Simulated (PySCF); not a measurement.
**Electron correlation in Sb²⁺ (antimony, charge +2)**

[Kr] 4d10 5s2 5p1, 2P determinant. All numbers are calculated (PySCF 2.14, the spin-free X2C one-electron Hamiltonian (Gaussian nucleus), in x2c-SVPall (6s5p3d, 36 functions)). Frozen: [Kr] 4d10; 3 electrons correlated.

MP2 pair energies summed by pair of shells (mhartree):

```json
{"pair": "5s-5s", "energy": "-15.91", "share (%)": "60.1"}
{"pair": "5s-5p", "energy": "-10.57", "share (%)": "39.9"}
```

Total MP2 correlation energy: -26.48 mhartree.

Same-spin part -1.74 and opposite-spin part -24.74 mhartree; SCS-MP2 scales them by 1/3 and 6/5 to -30.26 mhartree.

```
  level  correlation energy (mhartree)
   CCSD                         -39.32
    (T)                          -0.28
CCSD(T)                         -39.60
```

Diagnostics: T1 = 0.0077, D1 = 0.0187, largest double amplitude 0.096.

Problem. Is a single reference adequate?

Solution. Mostly. T1 lies below 0.03, but a double amplitude of this size points to a near-degeneracy that CCSD handles and MP2 describes poorly.
